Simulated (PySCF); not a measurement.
H9PSi3, charge +1, doublet, geometry from GFN2-xTB (a state made from the parent by changing its charge; the spin is typed, not shown lowest); PySCF with DF-PBE/pcseg-1.

Here is a job for PySCF.
```python
from pyscf import gto, scf, dft

mol = gto.M(
    atom='''
Si   -0.762692    1.812644   -1.177528
P     0.004714   -0.004974   -0.012937
Si    2.253683   -0.347574    0.260665
Si   -1.493826   -1.461282    0.925951
H     0.466367    2.484487   -1.587333
H    -1.564211    2.529736   -0.189294
H    -1.534004    1.213400   -2.263577
H     2.843568    0.481957   -0.785332
H     2.395987   -1.788121    0.069580
H     2.500460    0.112651    1.625155
H    -0.719856   -2.691072    1.063207
H    -2.574548   -1.505522   -0.054531
H    -1.844775   -0.815942    2.188936
''',
    basis='pcseg-1',
    charge=1,
    spin=1,
    verbose=4,
)

mf = dft.UKS(mol)
mf.xc = 'pbe'
mf = mf.density_fit(auxbasis='def2-universal-jkfit')
mf = mf.newton()
mf.kernel()
mf.analyze()
```

**Question.** Predict the main parts of the log of this PySCF run.

**Answer.** 
```
PySCF version 2.14.0

[INPUT] verbose = 4
[INPUT] num. atoms = 13
[INPUT] num. electrons = 65
[INPUT] charge = 1
[INPUT] spin (= nelec alpha-beta = 2S) = 1
[INPUT] symmetry False subgroup None
[INPUT] Mole.unit = angstrom
[INPUT] Symbol           X                Y                Z      unit          X                Y                Z       unit  Magmom
[...]
nuclear repulsion = 328.591931045448
number of shells = 30
number of NR pGTOs = 239
number of NR cGTOs = 117
basis = pcseg-1
ecp = {}

******** <class 'pyscf.soscf.newton_ah.SecondOrderDFUKS'> ********
method = SecondOrderDFUKS
initial guess = minao
damping factor = 0
level_shift factor = 0
DIIS = <class 'pyscf.scf.diis.CDIIS'>
diis_start_cycle = 1
diis_space = 8
diis_damp = 0
SCF conv_tol = 1e-09
SCF conv_tol_grad = None
SCF max_cycles = 50
direct_scf = False
number electrons alpha = 33  beta = 32
XC library pyscf.dft.libxc version 7.1.2
    S. Lehtola, C. Steigemann, M. J. T. Oliveira, and M. A. L. Marques,  SoftwareX 7, 1–5 (2018)
XC functionals = pbe
    J. P. Perdew, K. Burke, and M. Ernzerhof,  Phys. Rev. Lett. 77, 3865 (1996)
    J. P. Perdew, K. Burke, and M. Ernzerhof,  Phys. Rev. Lett. 78, 1396 (1997)
    J. P. Perdew, K. Burke, and M. Ernzerhof,  Phys. Rev. Lett. 77, 3865 (1996)
    J. P. Perdew, K. Burke, and M. Ernzerhof,  Phys. Rev. Lett. 78, 1396 (1997)
radial grids:
    Treutler-Ahlrichs [JCP 102, 346 (1995); DOI:10.1063/1.469408] (M4) radial grids

becke partition: Becke, JCP 88, 2547 (1988); DOI:10.1063/1.454033
pruning grids: <function nwchem_prune>
grids dens level: 3
symmetrized grids: False
atomic radii adjust function: <function treutler_atomic_radii_adjust>
small_rho_cutoff = 0
******** <class 'pyscf.df.df_jk.DFUKS'> Newton solver flags ********
SCF tol = 1e-09
conv_tol_grad = None
max. SCF cycles = 50
direct_scf = False
max_cycle_inner = 12
max_stepsize = 0.05
ah_start_tol = 1e+09
ah_level_shift = 0
ah_conv_tol = 1e-12
ah_lindep = 1e-14
ah_start_cycle = 1
ah_max_cycle = 40
ah_grad_trust_region = 2.5
kf_interval = 4
kf_trust_region = 5
canonicalization = True
Set conv_tol_grad to 3.16228e-05
tot grids = 164992

Initial guess E= -1214.25685535563  |g|= 0.156742
macro= 0  E= -1214.27530831382  delta_E= -0.018453  |g|= 0.000852495  4 KF 13 JK
macro= 1  E= -1214.27530846499  delta_E= -1.51179e-07  |g|= 2.72782e-05  2 KF 6 JK
macro= 2  E= -1214.27530846499  delta_E= 4.54747e-12  |g|= 6.36574e-06  1 KF 2 JK
Canonicalize SCF orbitals
macro X = 3  E=-1214.27530846499  |g|= 6.36574e-06  total 8 KF 25 JK
converged SCF energy = -1214.27530846499  <S^2> = 0.75393457  2S+1 = 2.0039307
**** SCF Summaries ****
Total Energy =                       -1214.275308464989166
Nuclear Repulsion Energy =             328.591931045447780
One-electron Energy =                -2324.379897097189769
Two-electron Energy =                  781.512657586752766
Two-electron Coulomb Energy =          869.935344969857624
DFT Exchange-Correlation Energy =      -88.422687383104815
**** MO energy ****
                             alpha | beta                alpha | beta
[...]
To work with the spin densities directly, `use mulliken_meta_spin()` only printing them here.

 ** Mulliken spin pop alpha/beta on meta-lowdin orthogonal AOs **
 ** Mulliken Spin Density (per AO)  **
spin_pop of  0 Si 1s        0.00000
spin_pop of  0 Si 2s        0.00000
spin_pop of  0 Si 3s       -0.00387
spin_pop of  0 Si 4s        0.00005
spin_pop of  0 Si 2px      -0.00000
spin_pop of  0 Si 2py      -0.00000
spin_pop of  0 Si 2pz       0.00000
spin_pop of  0 Si 3px      -0.00394
spin_pop of  0 Si 3py      -0.01389
spin_pop of  0 Si 3pz      -0.01009
spin_pop of  0 Si 4px      -0.00008
spin_pop of  0 Si 4py      -0.00032
spin_pop of  0 Si 4pz      -0.00002
spin_pop of  0 Si 3dxy      0.00019
spin_pop of  0 Si 3dyz     -0.00002
spin_pop of  0 Si 3dz^2     0.00078
spin_pop of  0 Si 3dxz      0.00065
spin_pop of  0 Si 3dx2-y2    0.00012
spin_pop of  1 P 1s        0.00001
spin_pop of  1 P 2s        0.00052
[...]
spin_pop of  2 Si 3dxz      0.00130
spin_pop of  2 Si 3dx2-y2   -0.00026
spin_pop of  3 Si 1s        0.00000
spin_pop of  3 Si 2s        0.00000
spin_pop of  3 Si 3s       -0.00378
spin_pop of  3 Si 4s        0.00004
spin_pop of  3 Si 2px      -0.00000
spin_pop of  3 Si 2py      -0.00000
spin_pop of  3 Si 2pz       0.00000
spin_pop of  3 Si 3px      -0.00907
spin_pop of  3 Si 3py      -0.01029
spin_pop of  3 Si 3pz      -0.00803
spin_pop of  3 Si 4px      -0.00026
spin_pop of  3 Si 4py      -0.00017
spin_pop of  3 Si 4pz      -0.00000
spin_pop of  3 Si 3dxy     -0.00013
spin_pop of  3 Si 3dyz     -0.00014
spin_pop of  3 Si 3dz^2     0.00093
spin_pop of  3 Si 3dxz      0.00092
spin_pop of  3 Si 3dx2-y2    0.00009
spin_pop of  4 H 1s       -0.00035
spin_pop of  4 H 2s        0.00001
spin_pop of  4 H 2px      -0.00000
spin_pop of  4 H 2py       0.00000
spin_pop of  4 H 2pz       0.00000
spin_pop of  5 H 1s        0.02637
spin_pop of  5 H 2s        0.00008
spin_pop of  5 H 2px       0.00001
spin_pop of  5 H 2py      -0.00001
spin_pop of  5 H 2pz       0.00012
spin_pop of  6 H 1s        0.02559
spin_pop of  6 H 2s        0.00006
spin_pop of  6 H 2px       0.00001
spin_pop of  6 H 2py       0.00008
spin_pop of  6 H 2pz       0.00002
spin_pop of  7 H 1s        0.00313
spin_pop of  7 H 2s        0.00001
spin_pop of  7 H 2px      -0.00000
spin_pop of  7 H 2py       0.00001
spin_pop of  7 H 2pz       0.00001
spin_pop of  8 H 1s        0.01484
spin_pop of  8 H 2s        0.00004
spin_pop of  8 H 2px       0.00001
spin_pop of  8 H 2py       0.00006
spin_pop of  8 H 2pz       0.00000
spin_pop of  9 H 1s        0.03458
spin_pop of  9 H 2s        0.00010
spin_pop of  9 H 2px       0.00001
spin_pop of  9 H 2py       0.00003
spin_pop of  9 H 2pz       0.00012
spin_pop of  10 H 1s        0.00483
spin_pop of  10 H 2s        0.00002
spin_pop of  10 H 2px       0.00002
spin_pop of  10 H 2py       0.00001
spin_pop of  10 H 2pz       0.00000
spin_pop of  11 H 1s        0.01177
spin_pop of  11 H 2s        0.00004
spin_pop of  11 H 2px       0.00000
spin_pop of  11 H 2py       0.00000
spin_pop of  11 H 2pz       0.00004
spin_pop of  12 H 1s        0.03356
spin_pop of  12 H 2s        0.00009
spin_pop of  12 H 2px      -0.00001
spin_pop of  12 H 2py       0.00010
spin_pop of  12 H 2pz       0.00005
 ** Mulliken Spin Density (per atom)  **
spin density of  0 Si =     -0.03043
spin density of  1 P =      0.93569
spin density of  2 Si =     -0.03080
spin density of  3 Si =     -0.02991
spin density of  4 H =     -0.00034
spin density of  5 H =      0.02657
spin density of  6 H =      0.02577
spin density of  7 H =      0.00316
spin density of  8 H =      0.01495
spin density of  9 H =      0.03484
spin density of  10 H =      0.00487
spin density of  11 H =      0.01186
spin density of  12 H =      0.03379
 ** Mulliken pop alpha/beta on meta-lowdin orthogonal AOs **
 ** Mulliken pop       alpha | beta **
In total            33.00000 | 32.00000
 ** Mulliken atomic charges   ( Nelec_alpha | Nelec_beta ) **
charge of  0Si =      0.37580  (     6.79688      6.82732 )
charge of  1P =      0.01317  (     7.96126      7.02557 )
charge of  2Si =      0.37728  (     6.79596      6.82676 )
charge of  3Si =      0.37307  (     6.79851      6.82842 )
charge of  4H =     -0.01819  (     0.50893      0.50927 )
charge of  5H =     -0.01456  (     0.52056      0.49400 )
charge of  6H =     -0.01360  (     0.51969      0.49391 )
charge of  7H =     -0.01751  (     0.51033      0.50717 )
charge of  8H =     -0.01565  (     0.51530      0.50035 )
charge of  9H =     -0.01301  (     0.52393      0.48909 )
charge of  10H =     -0.01739  (     0.51113      0.50626 )
charge of  11H =     -0.01631  (     0.51408      0.50222 )
charge of  12H =     -0.01309  (     0.52344      0.48965 )

WARN: System has nonzero charge 1; the dipole moment is origin-dependent.
Location of origin: [0. 0. 0.]

Dipole moment(X, Y, Z, Debye): -0.02348,  0.03093,  0.06843
```
